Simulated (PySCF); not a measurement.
## SMILES C(=C(/C(=O)Cl)[SiH3])/Cl, C3H4Cl2OSi

Molfile (atoms numbered from 1):
```
C3H4Cl2OSi
     RDKit          3D

 11 10  0  0  0  0  0  0  0  0999 V2000
    1.5854    2.0127    0.5589 O   0  0  0  0  0  0  0  0  0  0  0  0
    0.5793    1.4389    0.2967 C   0  0  0  0  0  0  0  0  0  0  0  0
   -0.9243    2.3810    0.1002 Cl  0  0  0  0  0  0  0  0  0  0  0  0
    0.3220    0.0288    0.0868 C   0  0  0  0  0  0  0  0  0  0  0  0
   -1.4070   -0.5023   -0.4914 Si  0  0  0  0  0  4  0  0  0  0  0  0
    1.2864   -0.8749    0.3077 C   0  0  0  0  0  0  0  0  0  0  0  0
    2.8614   -0.5444    0.8552 Cl  0  0  0  0  0  0  0  0  0  0  0  0
   -1.7143    0.1564   -1.7554 H   0  0  0  0  0  0  0  0  0  0  0  0
   -2.3764   -0.2152    0.5597 H   0  0  0  0  0  0  0  0  0  0  0  0
   -1.3080   -1.9507   -0.6932 H   0  0  0  0  0  0  0  0  0  0  0  0
    1.1011   -1.9277    0.1488 H   0  0  0  0  0  0  0  0  0  0  0  0
  1  2  2  0
  2  3  1  0
  2  4  1  0
  4  5  1  0
  4  6  2  0
  6  7  1  0
  5  8  1  0
  5  9  1  0
  5 10  1  0
  6 11  1  0
M  END
```

Method used: PySCF 2.14.0, GIAO PBE/pcSseg-1 magnetisability, rotational g tensor and spin-rotation constants, non-relativistic, gas phase. Geometry: GFN2-xTB.

(1) Give the nuclear spin-rotation constants along the inertial axes (H = +C I·J) beside the isotropic shieldings.

(2) How do the rotational constants and the g tensor change when H8, H9, H10, H11 are replaced by deuterium?

## Answers

(1) Rotational constants 2.1710, 1.0255, 0.7038 GHz. A star marks the isotopologue with that one atom substituted, in its own axes.
```csv
atom,isotope,Caa (kHz),Cbb (kHz),Ccc (kHz),mean (kHz),σ (ppm)
Cl3,35Cl,0.518,0.632,0.369,0.506,373.1
Cl7,35Cl,0.903,0.432,0.158,0.498,549.8
H8,1H,-0.096,-0.092,-0.002,-0.063,26.9
H9,1H,-0.112,-0.093,0.004,-0.067,26.9
H10,1H,-0.144,0.022,-0.072,-0.065,27.5
H11,1H,-0.185,0.081,-0.074,-0.059,24.4
O1,17O*,-1.308,-0.813,-0.099,-0.740,-227.8
C2,13C*,1.037,0.354,0.217,0.536,12.9
C4,13C*,0.761,0.472,0.134,0.456,43.3
Si5,29Si*,-1.172,-0.560,-0.415,-0.715,409.0
C6,13C*,0.865,0.501,0.132,0.499,25.2
```
For the geometry as given, no vibrational averaging.

(2) Constants 1.9827, 0.9945, 0.6742 GHz; g -0.0378, -0.0212, -0.0109, against -0.0412, -0.0218, -0.0113 before.
